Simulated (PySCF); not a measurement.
Sn(OH)3 (H₃O₃Sn), SMILES [OH][Sn]([OH])[OH], multiplicity 2.

Geometry optimised at PBE0-D3(BJ)/def2-SVP. The multiplicity is an assumed one; other spin states were not compared. The isomer is the one that the SMILES or the coordinates give; other isomers of the formula were not compared. The def2 effective core potentials stand for the cores of Sn; spin–orbit coupling is left out. Other conformers were not sampled.

The numbers are results of PySCF with TDA-LC-ωPBE/def2-SVPD, not measurements.

Vertical excitations; the highest root listed may be one member of a degenerate set. Gas-phase values at a fixed geometry.

| state | energy (eV) | λ (nm) | f | main pairs |
|---|---|---|---|---|
| root 1 | 3.83 | 324 | 0.001 | β HOMO→LUMO (degenerate set) |
| root 2 | 3.83 | 324 | 0.001 | β HOMO−1→LUMO (degenerate set) |
| root 3 | 4.62 | 269 | 0.030 | β HOMO−4→LUMO 88 % |
| root 4 | 4.69 | 264 | 0.033 | β HOMO−3→LUMO, β HOMO−2→LUMO (degenerate set) |
| root 5 | 4.69 | 264 | 0.033 | β HOMO−2→LUMO, β HOMO−3→LUMO (degenerate set) |
| root 6 | 5.83 | 213 | 0.158 | α HOMO→LUMO+1, α HOMO→LUMO+2 (degenerate set) |
| root 7 | 5.83 | 213 | 0.158 | α HOMO→LUMO+2, α HOMO→LUMO+1 (degenerate set) |
| root 8 | 5.87 | 211 | 0.001 | α HOMO→LUMO 6 %, α HOMO→LUMO+3 6 %, β HOMO−5→LUMO 76 % |
| root 9 | 6.48 | 191 | 0.174 | α HOMO→LUMO+3 47 %, α HOMO→LUMO 28 %, β HOMO−5→LUMO 13 % |
| root 10 | 7.20 | 172 | 0.018 | α HOMO→LUMO 52 %, α HOMO→LUMO+3 36 % |
Unrestricted roots are not spin-pure.
